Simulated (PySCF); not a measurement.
**Structure from 2D NMR**

Compound of formula C$_{5}$H$_{9}$NO$_{2}$Si. Correlations simulated from computed shifts and the bond graph:

HSQC (one-bond C–H):
| δH | δC |
| --- | --- |
| 5.61 | 34.3 |
| 1.71 | 77.6 |
| 1.36 | 26.0 |

COSY cross peaks (H two or three bonds apart, from the bond graph; peaks can be absent where the dihedral angle is near 90°):
| δH | δH |
| --- | --- |
| 5.61 | 1.36 |
| 4.95 | 4.93 |

HMBC (two and three bonds, from the bond graph):
| δH | δC |
| --- | --- |
| 5.61 | 183.3, 89.4, 77.6, 26.0 |
| 4.95 | 183.3 |
| 4.93 | 183.3 |
| 1.71 | 89.4, 34.3 |
| 1.36 | 89.4, 34.3 |

Carbons without hydrogens: δ 183.3, 89.4.

- coordinates at the GFN2-xTB level
- GIAO PBE0/pcSseg-1 shieldings
- run in PySCF
- rapidly exchanging positions averaged, no solvent, relativity neglected, a single conformation

δ = σ(ref) − σ, references computed at the same level: $^{1}$H (σref 31.72), $^{13}$C (σref 186.93) vs TMS.

Exchangeable hydrogens are left out of these lists.

Assemble the structure.

## Answers

`C#C[C@H](C)NC(=O)[SiH2]O`.

Atom-mapped SMILES (the numbers label the heavy atoms): `[CH:1]#[C:2][C@H:3]([CH3:4])[NH:5][C:6](=[O:7])[SiH2:8][OH:9]` (H(Xn): hydrogen on atom n). Ha(Si8) is pro-R; Hb(Si8) is pro-S.

δC 183.3 is C6, a carbonyl carbon. δC 89.4 is C2, an alkyne carbon. δC 77.6 is C1, a terminal alkyne carbon (δH 1.71). δC 34.3 is C3, a propargylic sp3 CH bonded to N (δH 5.61). δC 26.0 is C4, a methyl carbon (δH 1.36). HMBC from δH 5.61 reaches the proton-free carbons C6, C2. HMBC from δH 4.95 reaches the proton-free carbon C6. HMBC from δH 4.93 reaches the proton-free carbon C6. HMBC from δH 1.71 reaches the proton-free carbon C2. COSY links 5.61–1.36, 4.95–4.93.

This is the structure that produced the data.

OH and NH positions are those of a molecule without intermolecular hydrogen bonds; in solution they move with solvent, concentration and temperature, and exchange usually removes their couplings. Shifts are as computed. Against solution values, carbons near 30 ppm lie about +3 ppm off and those near 130 ppm about +5 ppm. Of 1309 compounds with measured shifts, 239 miss one by over three times the rms of a fit or turn the order of signals round; such compounds aren't used in these exercises. Hydrogen bonding in solution deshields acid and N–H amide carbonyl carbons by as much as 10 ppm beyond these values.
